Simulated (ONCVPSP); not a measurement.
**Varying the ONCV potential for C**

Base potential:

* Element: C (Z = 6)
* Generator: ONCVPSP 4.0.1
* Type: optimised norm-conserving Vanderbilt (ONCV)
* Functional: PW91
* Relativity: scalar-relativistic
* Frozen core: [He]
* Valence charge: 4
* Reference configuration: 2s2 2p2
* Partial waves: 2s: rc 1.10 bohr, ncon 3, nbas 7, qcut 4.9 1/bohr, 1 projector; 2p: rc 2.90 bohr, ncon 4, nbas 9, qcut 3.8 1/bohr, 1 projector
* Local potential: polynomial inside 0.95 bohr (lpopt 2, dvloc0 4 Ha)
* Core correction: Teter function fitted to the true core (icmod 2), fcfact 0.7

All-electron outer shells of the reference configuration (PW91, scalar-relativistic, ld1.x):

```json
{"shell": "1s", "level (eV)": "-273.70", "outermost node (bohr)": "–", "outermost maximum (bohr)": "0.17"}
{"shell": "2s", "level (eV)": "-13.80", "outermost node (bohr)": "0.38", "outermost maximum (bohr)": "1.22"}
{"shell": "2p", "level (eV)": "-5.34", "outermost node (bohr)": "–", "outermost maximum (bohr)": "1.20"}
```

Cutoffs, loose and tight: the cutoffs (Ha) at which the residual kinetic energy of the hardest occupied pseudo-wave falls to 1 and 0.1 mHa per electron. They do not see the model core or the augmentation charge, which bear on the density cutoff. Test errors are all-electron minus pseudo excitation energies from the reference, over the configurations 2s2 2p1; 2s2 2p0; 2s1 2p0; 2s1 2p3. A dash means not determined; rows that change the core or the reference have their own tests.

```tsv
change	outcome	cutoff, loose	cutoff, tight	bound ghosts	GHOST(+) flags above zero	largest test error (meV)
base	generated	37 Ha	114 Ha	none	none	+3102
core correction Teter function, fcfact 5.75, rcfact 1.45	generated	37 Ha	114 Ha	none	none	+3129
core correction Teter function fitted to the true core (icmod 2), fcfact 1.12	generated	37 Ha	114 Ha	none	none	+3102
```

What comes out with this change to the base: s: qcut 3.4; p: qcut 2.7?

outcome: generated; cutoff, loose: 97 Ha; cutoff, tight: 156 Ha; bound ghosts: none; GHOST(+) flags above zero: none; largest test error (meV): +4844.
